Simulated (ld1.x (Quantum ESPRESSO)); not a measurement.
## Varying the TM potential for Au

Base potential:

Au, norm-conserving Troullier–Martins (Kleinman–Bylander form), made with ld1.x (Quantum ESPRESSO) 7.5 (LDA (PZ), scalar-relativistic). Core [Kr] 4d10 4f14 5s2, reference 5p6 5d10 6s1 6p0. Waves: 6s (bound): rc 1.95 bohr; 5p (bound): rc 1.60 bohr; 5d (bound): rc 1.90 bohr. Local part: all-electron potential smoothed inside 1.55 bohr (lloc = -2). Core correction: a·sin(br)/r model core, default radius (core density twice the valence density).

All-electron outer shells of the reference configuration (LDA (PZ), scalar-relativistic, ld1.x):

| shell | level (eV) | outermost node (bohr) | outermost maximum (bohr) |
| --- | --- | --- | --- |
| 5s | -108.78 | 0.48 | 0.84 |
| 4f | -81.59 | – | 0.37 |
| 5p | -60.06 | 0.52 | 0.96 |
| 5d | -7.12 | 0.56 | 1.21 |
| 6s | -6.09 | 1.11 | 2.32 |
| 6p | -0.89 | 1.32 | 3.51 |

Cutoffs, loose and tight: the cutoffs (Ry, on a coarse ladder) from which the occupation-weighted sum of valence levels, in a spherical-Bessel basis at the reference potential, stays within 10 and 1 mRy of its value at 400 Ry. They do not see the model core or the augmentation charge, which bear on the density cutoff. Test errors are all-electron minus pseudo excitation energies from the reference, over the configurations 5p6 5d10 6s0 6p0; 5p6 5d9 6s0 6p0; 5p6 5d8 6s0 6p0; 5p6 5d10 6s0 6p1; 5p6 5d10 6s0.5 6p0; 5p6 5d9 6s1 6p0; 5p6 5d7 6s0 6p0 (two spin-polarised tests are not counted in the largest error). A dash means not determined; rows that change the core or the reference have their own tests.

A true bound ghost makes a file unfit for plane-wave use even where its test errors are small: the radial tests pick states by their node count and pass the ghost by.

```csv
change,outcome,"cutoff, loose","cutoff, tight",bound ghosts,largest test error (meV)
base,generated,55 Ry,80 Ry,s,+33
local potential all-electron potential smoothed inside 0.80 bohr (lloc = -2),generated,50 Ry,80 Ry,s,+160
local potential all-electron potential smoothed inside 0.96 bohr (lloc = -2),generated,50 Ry,80 Ry,s,+100
local potential all-electron potential smoothed inside 1.12 bohr (lloc = -2),generated,50 Ry,80 Ry,s,+70
local potential all-electron potential smoothed inside 1.38 bohr (lloc = -2),generated,55 Ry,80 Ry,s,+141
local potential all-electron potential smoothed inside 1.48 bohr (lloc = -2),generated,55 Ry,80 Ry,s,+66
local potential all-electron potential smoothed inside 1.74 bohr (lloc = -2),generated,55 Ry,80 Ry,none,-68
local potential all-electron potential smoothed inside 1.90 bohr (lloc = -2),generated,55 Ry,80 Ry,none,-107
local potential all-electron potential smoothed inside 2.04 bohr (lloc = -2),generated,55 Ry,80 Ry,none,-169
local potential all-electron potential smoothed inside 2.28 bohr (lloc = -2),generated,55 Ry,80 Ry,none,-307
```

Reading the sweep of the rcloc (base included, trends over the rows without a ghost): The loose cutoff stays near 55 Ry. The median size of the test errors (rows with all tests solved) is not monotonic: lowest 12.0 meV at 1.9 bohr, highest 29.7 meV at 2.28 bohr. Bound ghosts are found at 0.8, 0.96, 1.12, 1.38, 1.48, 1.55 bohr.
